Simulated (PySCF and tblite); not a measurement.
4 E/Z isomers of C9H10, numbered alike:

| isomer | SMILES | descriptors |
| --- | --- | --- |
| A | [CH2:1]=[CH:2]/[CH:3]=[CH:4]/[C:5]#[C:6]/[CH:7]=[CH:8]/[CH3:9] | 3=4 E, 7=8 E |
| B | [CH2:1]=[CH:2]/[CH:3]=[CH:4]/[C:5]#[C:6]/[CH:7]=[CH:8]\[CH3:9] | 3=4 E, 7=8 Z |
| C | [CH2:1]=[CH:2]/[CH:3]=[CH:4]\[C:5]#[C:6]/[CH:7]=[CH:8]/[CH3:9] | 3=4 Z, 7=8 E |
| D | [CH2:1]=[CH:2]/[CH:3]=[CH:4]\[C:5]#[C:6]/[CH:7]=[CH:8]\[CH3:9] | 3=4 Z, 7=8 Z |

Computed spectrum of one of them (conformer average at 298.15 K; GFN2-xTB geometries, energies TPSS/def2-SVP (IEF-PCM, acetone) (D3(BJ) added where defined), GIAO shieldings X3LYP/pcSseg-1 (IEF-PCM, acetone); references on GFN2-xTB geometries), in ppm: ¹H (against TMS): 7.40 (1H), 6.80 (1H), 6.67 (1H), 6.08 (1H), 5.94 (1H), 5.76 (1H), 5.69 (1H), 2.13 (3H). ¹³C (against TMS): 157.8 (1C), 151.1 (1C), 144.6 (1C), 129.1 (1C), 117.7 (1C), 116.3 (1C), 108.6 (1C), 94.5 (1C), 24.4 (1C). Of the H, only those on carbon are given.

Which isomer is it?

C. After a straight-line scaling (slope 0.85 to 1.15) of computed carbon shifts, the largest errors are A 5.2 ppm (at 157.8), B 11.6 ppm (at 94.5), C 4.4 ppm (at 157.8), D 9.2 ppm (at 94.5). Assigned: ¹H (against TMS): 7.40 (H2, 1H), 6.80 (H8, 1H), 6.67 (H3, 1H), 6.08 (H7, 1H), 5.94 (H4, 1H), 5.76 (H1a, 1H), 5.69 (H1b, 1H), 2.13 (H9, 3H). ¹³C (against TMS): 157.8 (C8), 151.1 (C3), 144.6 (C2), 129.1 (C1), 117.7 (C4), 116.3 (C7), 108.6 (C6), 94.5 (C5), 24.4 (C9). For comparison, at another level (GFN2-xTB geometries, energies B3LYP/def2-SVP (D3(BJ) added where defined), GIAO shieldings B97-2/pcSseg-1) the isomers give: A: ¹H (against TMS): 6.75 (H3, 1H), 6.58 (H2, 1H), 6.44 (H8, 1H), 5.95 (H7, 1H), 5.91 (H4, 1H), 5.50 (H1a, 1H), 5.38 (H1b, 1H), 2.03 (H9, 3H). ¹³C (against TMS): 147.5 (C3), 147.5 (C8), 141.9 (C2), 122.6 (C1), 117.2 (C4), 115.2 (C7), 102.3 (C6), 96.5 (C5), 23.4 (C9). B: ¹H (against TMS): 6.80 (H3, 1H), 6.61 (H2, 1H), 6.22 (H8, 1H), 6.00 (H4, 1H), 5.94 (H7, 1H), 5.53 (H1a, 1H), 5.41 (H1b, 1H), 2.19 (H9, 3H). ¹³C (against TMS): 147.4 (C3), 146.0 (C8), 141.9 (C2), 123.1 (C1), 117.1 (C4), 114.0 (C7), 103.0 (C5), 99.5 (C6), 20.4 (C9). C: ¹H (against TMS): 7.39 (H2, 1H), 6.49 (H8, 1H), 6.47 (H3, 1H), 5.97 (H7, 1H), 5.81 (H4, 1H), 5.54 (H1a, 1H), 5.50 (H1b, 1H), 2.04 (H9, 3H). ¹³C (against TMS): 147.4 (C8), 145.0 (C3), 140.1 (C2), 123.2 (C1), 115.1 (C7), 114.9 (C4), 105.6 (C6), 93.7 (C5), 23.5 (C9). D: ¹H (against TMS): 7.39 (H2, 1H), 6.50 (H3, 1H), 6.24 (H8, 1H), 5.99 (H7, 1H), 5.93 (H4, 1H), 5.59 (H1a, 1H), 5.54 (H1b, 1H), 2.23 (H9, 3H). ¹³C (against TMS): 145.8 (C8), 144.7 (C3), 140.2 (C2), 123.7 (C1), 115.1 (C4), 114.2 (C7), 102.9 (C6), 100.4 (C5), 20.8 (C9).

Shifts are unscaled: against experiment ¹³C can be off by 15 ppm or more and ¹H by 0.8 ppm. The search found a single conformer for at least one isomer; other rotamers may be missing. A nearly planar conformer is counted with its mirror image, so its weight may be doubled.
